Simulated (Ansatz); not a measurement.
Ansatz results at the PBE0-D4/def2-TZVP geometry: LUMO energy (PBE/def2-TZVPP) -2.54 eV; HOMO energy (PBE/def2-TZVPP) -7.30 eV; LUMO energy (ωB97M-V/def2-TZVPP) -0.14 eV.

(1) Which molecule gave them?
A. `[AlH3]`
B. `C[O][Al]([OH])[OH]`
C. `[F][Al]([F])[SiH3]`
D. `C[O][Al]([F])[O][SiH3]`

## Answers

(1) A. The others give `C[O][Al]([F])[O][SiH3]`: -1.73, -6.93, 0.76; `C[O][Al]([OH])[OH]`: -1.23, -6.50, 1.21; `[F][Al]([F])[SiH3]`: -2.22, -7.51, 0.23.
